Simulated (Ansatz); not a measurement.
Two members of one family (Series Sivinyl3X), computed with Ansatz in the gas phase. The two geometries come from different levels. Binding counts from free atoms in the multiplicity of their measured ground term, without zero-point energy. A dash marks a value that wasn't run or was left out as unsound. The structures are stationary points that may keep the symmetry of their start. Remarks come from the PBE and PBE0 runs and from stability tests at other levels; not every state was tested. HOMO above LUMO (over both spins in singlets and doublets, within one spin in higher multiplets; at PBE or PBE0), or a gap under 0.15 eV within one spin, warns that the state may not be the lowest or that an electron is smeared out.

First: Si(vinyl)3(NMe2) (singlet, charge 0, PBE-D4/def2-SVP geometry).

```
atom   x (Å)   y (Å)   z (Å)
 Si1   0.045   0.356   0.245
  C2   1.069  -0.214   1.720
  C3   0.906  -1.413   2.316
  H4   1.803   0.491   2.157
  H5   0.177  -2.146   1.926
  H6   1.479  -1.715   3.210
  C7   1.142   1.346  -0.925
  C8   2.491   1.369  -0.874
  H9   0.652   1.887  -1.759
 H10   3.050   0.844  -0.078
 H11   3.105   1.908  -1.618
 C12  -1.373   1.437   0.843
 C13  -1.458   2.764   0.620
 H14  -2.155   0.964   1.467
 H15  -0.700   3.301   0.021
 H16  -2.278   3.381   1.027
 N17  -0.648  -1.065  -0.531
 C18  -1.968  -1.071  -1.129
 C19   0.237  -2.080  -1.076
 H20  -1.944  -0.925  -2.239
 H21  -2.597  -0.265  -0.704
 H22  -2.487  -2.042  -0.945
 H23   1.230  -2.039  -0.587
 H24  -0.176  -3.103  -0.909
 H25   0.398  -1.967  -2.177
```

| level | HOMO (eV) | LUMO (eV) | gap (eV) | vertical IE (eV) | vertical triplet (eV) | binding per atom (eV) |
| --- | --- | --- | --- | --- | --- | --- |
| PBE-D4/def2-SVP | -4.71 | -1.58 | 3.13 | – | – | 4.36 |
| PBE-D4/def2-TZVP | -4.86 | -1.75 | 3.10 | 7.65 | 3.81 | 4.33 |
| r2SCAN-D4/def2-TZVP | -5.08 | -1.58 | 3.50 | – | 3.75 | 4.24 |
| B3LYP-D4/6-31G | -5.45 | -0.48 | 4.97 | – | – | 4.12 |
| PBE0-D4/def2-TZVP | -6.12 | -0.78 | 5.34 | 7.81 | 3.94 | 4.26 |

Remarks: gap within one spin near zero at PBE or PBE0 (+1 doublet).

Second: Si(vinyl)3(NEt2) (singlet, charge 0, r2SCAN-D4/def2-SVP geometry).

```xyz
31

Si    0.046    0.821   -0.483
C     1.765    1.332   -1.031
C     2.073    1.704   -2.283
H     2.562    1.387   -0.273
H     1.329    1.689   -3.089
H     3.080    2.037   -2.564
C    -1.087    0.708   -1.973
C    -2.308    1.265   -2.044
H    -0.756    0.099   -2.830
H    -2.711    1.871   -1.222
H    -2.965    1.138   -2.913
C    -0.635    2.125    0.686
C    -0.757    1.931    2.009
H    -0.913    3.113    0.284
H    -0.493    0.967    2.465
H    -1.124    2.709    2.690
N     0.157   -0.721    0.322
C    -1.064   -1.404    0.739
C    -1.478   -2.548   -0.184
C     1.405   -1.398    0.643
C     1.906   -1.122    2.060
H    -1.884   -0.664    0.786
H    -0.950   -1.781    1.774
H    -1.679   -2.170   -1.199
H    -0.688   -3.313   -0.258
H    -2.389   -3.045    0.187
H     1.277   -2.489    0.503
H     2.178   -1.099   -0.086
H     2.122   -0.049    2.195
H     1.155   -1.407    2.813
H     2.828   -1.688    2.275
```

Q: What does the change do? Estimate second minus first.

A: 
```
              level  Δ HOMO (eV)  Δ LUMO (eV)  Δ gap (eV)  Δ vertical IE (eV)  Δ vertical triplet (eV)  Δ binding per atom (eV)
    PBE-D4/def2-SVP         0.05         0.09        0.04                   –                        –                     0.01
   PBE-D4/def2-TZVP         0.07         0.10        0.03               -0.21                     0.03                     0.01
r2SCAN-D4/def2-TZVP         0.07         0.10        0.03                   –                     0.08                     0.01
     B3LYP-D4/6-31G         0.06         0.11        0.05                   –                        –                     0.02
  PBE0-D4/def2-TZVP         0.07         0.11        0.04               -0.21                     0.07                     0.01
```
